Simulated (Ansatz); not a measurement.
`[CH3][Ta](=[S])([Cl])[Cl]`, relaxed with RKS PBE-D4/def2-SVP in the Gaussian-basis code of Ansatz from a rough embedded geometry. The force threshold is 0.03 eV/Å; the program also tests the step.

The species carries charge 0 and has multiplicity 1. Ta takes the def2 core potential.

Start:

```xyz
8

C     1.040   -0.644   -0.424
Ta   -0.703    0.531    0.374
S    -0.021    1.653    2.018
Cl   -1.592    2.115   -1.323
Cl   -2.554   -1.000    1.100
H     1.528   -0.103   -1.236
H     1.711   -0.941    0.377
H     0.589   -1.611   -0.887
```

(1) By how much does the energy fall, and how many steps does the optimiser take? (Best estimate.)

(2) Which bonds change most? (Best estimate.)

(3) Give the relaxed structure. (An estimate is asked.)

Answers

(1) Computed: 76.05 kJ/mol, in 8 steps.

(2) Ansatz gave: Ta2–Cl5 from 2.510 to 2.306 Å; Ta2–Cl4 from 2.486 to 2.306 Å; C1–Ta2 from 2.249 to 2.130 Å; Ta2–S3 from 2.104 to 2.167 Å.

(3) Computed: 
```xyz
8

C     0.885   -0.605   -0.407
Ta   -0.780    0.502    0.325
S     0.109    1.734    1.870
Cl   -1.529    1.814   -1.416
Cl   -2.238   -1.023    1.254
H     1.669    0.074   -0.806
H     1.345   -1.213    0.402
H     0.539   -1.282   -1.221
```
